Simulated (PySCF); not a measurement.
Species: (SiH3)2PPF2, F2H6P2Si2.
SMILES: `FP(P([SiH3])[SiH3])F`

Torsions of this conformer, `[F:1][P:2]([F:3])[P:4]([SiH3:5])[SiH3:6]`: F1–P2–P4–Si5 -143°.

The closed-shell ground state was solved at several levels (PySCF, density fitting, gas phase, non-relativistic). Isolated species at its PBE0-D3(BJ)/def2-SVP geometry (one conformer only).

| level | basis functions | HOMO (eV) | LUMO (eV) | gap (eV) | dipole (D) |
| --- | --- | --- | --- | --- | --- |
| B3LYP/def2-TZVP | 246 | -7.04 | -1.34 | 5.70 | 1.87 |
| B3LYP/6-31G* | 112 | -6.86 | -0.93 | 5.93 | 1.93 |

Question: What might B3LYP/cc-pVTZ (280 basis functions) give for the same quantities?

Answer: HOMO -7.02 eV, LUMO -1.23 eV, gap 5.79 eV, dipole 1.80 D.

Question: Over all these levels, which gives the widest orbital gap and which the narrowest?

Answer: B3LYP/6-31G* has the widest, 5.93 eV, and B3LYP/def2-TZVP the narrowest, 5.70 eV. From the narrowest to the widest the HOMO moves by +0.18 eV and the LUMO by +0.41 eV.

Question: How much does the basis alone move the frontier levels among the 3 B3LYP rows (the withheld one included)?

Answer: The HOMO by 0.18 eV and the LUMO by 0.41 eV. By rising basis size (HOMO, LUMO in eV): 6-31G* -6.86, -0.93; def2-TZVP -7.04, -1.34; cc-pVTZ -7.02, -1.23.

Question: How far do the dipole and the HOMO energy spread over the levels?

Answer: The dipole runs from 1.80 to 1.93 D (mean 1.87 D) and the HOMO from -7.04 to -6.86 eV.
